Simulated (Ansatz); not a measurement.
# Relaxing a trial structure of BrF2GeHSn

The starting geometry of this gas-phase singlet was optimised with GFN2-xTB.

```xyz
6

Br   -1.3847    0.5718   -0.3354
F    -3.1595    3.5514    0.9022
F    -4.5450    3.6924    3.1746
Ge   -4.9405    2.9843    1.5539
Sn   -1.6853    1.7036    1.8499
H    -3.7548    1.0759    2.0599
```

**Question.** Predict what it relaxes into with PBE-D3(BJ)/def2-SVP.

**Answer.** A new bond forms, giving a structure with F2 bridging Sn5 and Ge4, H6 bridging Sn5 and Ge4, given below by its coordinates. Distances that change by over a tenth: F2–Sn5 (2.55 → 2.21 Å), Ge4–Sn5 (3.51 → 3.13 Å). Contacts that close: Ge4–H6 (2.30 → 1.82 Å).

The energy falls by 0.64 eV over 11 steps:

```json
{"step": "1", "E − E(last) (eV)": "0.640"}
{"step": "2", "E − E(last) (eV)": "0.150"}
{"step": "3", "E − E(last) (eV)": "0.040"}
{"step": "4", "E − E(last) (eV)": "0.012"}
{"step": "5", "E − E(last) (eV)": "0.002"}
{"step": "7", "E − E(last) (eV)": "0.001"}
{"step": "8", "E − E(last) (eV)": "0.001"}
{"step": "9", "E − E(last) (eV)": "0.000"}
{"step": "10", "E − E(last) (eV)": "0.000"}
{"step": "11", "E − E(last) (eV)": "0.000"}
```

Final geometry (Å):

```xyz
6

Br   -1.6015    0.5513   -0.3404
F    -2.9954    3.4821    0.9828
F    -4.6435    3.5456    3.1235
Ge   -4.7504    2.7656    1.5231
Sn   -1.7730    1.8602    1.8637
H    -3.7062    1.3745    2.0524
```

Frequencies at the end are all real (lowest 25 cm⁻¹). Atoms past krypton carry core potentials, without spin–orbit terms. Run with Ansatz 0.2.0, 14 s on 2 threads of Intel(R) Xeon(R) 6975P-C (Granite Rapids), with other jobs on the host.
